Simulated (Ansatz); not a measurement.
Abridged output of a molecular run in Ansatz:

```
Functional definition: HF
1129 factors; integrals over basis functions are off by at most 8.0e-4 eV
mean field evaluation 1: about -15299.1711 eV, gradient 2.7e1 eV
mean field evaluation 2: about -15299.3456 eV, gradient 2.7e1 eV
mean field evaluation 4: about -15301.4884 eV, gradient 2.8e0 eV
mean field evaluation 8: about -15301.5199 eV, gradient 1.8e-1 eV
mean field -15301.52001910 eV, -562.3204889592 hartree, gradient 1.4e-6 eV, S^2 0.000000; 0 other end points of the search recorded, 0 dependent functions left out
8 core orbitals not correlated: weight in the atoms' cores, before any rotation towards them, 1.000 or more for the frozen orbitals, at most 0.000 for the correlated occupied ones
reference -15301.52001910 eV, -562.3204889592 hartree; 11, 11 occupied and 172, 172 virtual orbitals, 1129 factors
second order -16.52264934 eV of doubles, -0.00000000 eV of singles
cycle   1  -17.18716705 eV  change   -6.6e-1 eV  update   8.6e-2
cycle   2  -17.60857940 eV  change   -4.2e-1 eV  update   2.6e-2
cycle   3  -17.69164238 eV  change   -8.3e-2 eV  update   1.3e-2
cycle   4  -17.68494549 eV  change    6.7e-3 eV  update   3.9e-3
cycle   5  -17.68458350 eV  change    3.6e-4 eV  update   2.0e-3
cycle   6  -17.68507200 eV  change   -4.9e-4 eV  update   6.4e-4
cycle   7  -17.68497881 eV  change    9.3e-5 eV  update   2.7e-4
cycle   8  -17.68499894 eV  change   -2.0e-5 eV  update   8.6e-5
cycle   9  -17.68500595 eV  change   -7.0e-6 eV  update   2.6e-5
perturbative correction -0.79455259 eV, -0.0291992690 hartree
Total energy: -15319.99957764 eV, -562.9996002095 hartree
```

Its atoms:

Z-matrix (Å, degrees):
```
C
C 1 1.337
H 1 1.086 2 120.9
H 1 1.086 2 122.7 3 -180.0
B 2 1.531 1 119.9 3 0.0
H 2 1.088 1 118.9 3 180.0
Cl 5 1.750 2 121.0 1 180.0
H 5 1.194 2 121.9 1 -0.0
```

(1) Which basis set was used?
A. def2-QZVPP
B. def2-SVP
C. cc-pV(D+d)Z
D. def2-TZVPP

(2) Write the keys of the input that set method, charge and spin (a neutral closed shell needs none for the last two).

## Answers

(1) D. It gives 191 functions.

(2) 
```yaml
correlation: {method: ccsd_t}
```
